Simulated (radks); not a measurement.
The copper ion Cu3+, 26 electrons, occupied as [Ar] 3d8. All-electron calculation, non-relativistic Kohn-Sham, PBE, spin-polarised, spherical densities, point nucleus; open shells are filled with parallel spins first. Program: a radial shooting solver on a logarithmic mesh with Libxc functionals.

Normalised radial functions P(r) = r R(r), r in bohr:

r          3d up  3d down
0.002935  0.0000   0.0000
0.003791  0.0000   0.0000
0.004936  0.0000   0.0000
0.006428  0.0001   0.0001
0.00837   0.0001   0.0001
0.0109    0.0003   0.0003
0.01419   0.0007   0.0007
0.01833   0.0014   0.0014
0.02387   0.0030   0.0030
0.03108   0.0062   0.0061
0.04047   0.0126   0.0125
0.0527    0.0250   0.0247
0.06862   0.0481   0.0476
0.08864   0.0876   0.0868
0.1154    0.1559   0.1543
0.1503    0.2628   0.2601
0.1957    0.4152   0.4110
0.2548    0.6079   0.6014
0.3318    0.8143   0.8052
0.4286    0.9825   0.9715
0.5582    1.0669   1.0566
0.7268    1.0249   1.0184
0.9464    0.8686   0.8680
1.232     0.6455   0.6515
1.592     0.4188   0.4298
2.073     0.2225   0.2341
2.699     0.0917   0.0997
3.514     0.0266   0.0302
4.576     0.0048   0.0058
5.959     0.0005   0.0006

3d up: eigenvalue -50.283 eV, 0 radial nodes, <r> = 0.847 bohr, 90 % of the charge inside 1.43 bohr. 3d down: eigenvalue -47.959 eV, 0 radial nodes, <r> = 0.860 bohr, 90 % of the charge inside 1.46 bohr.
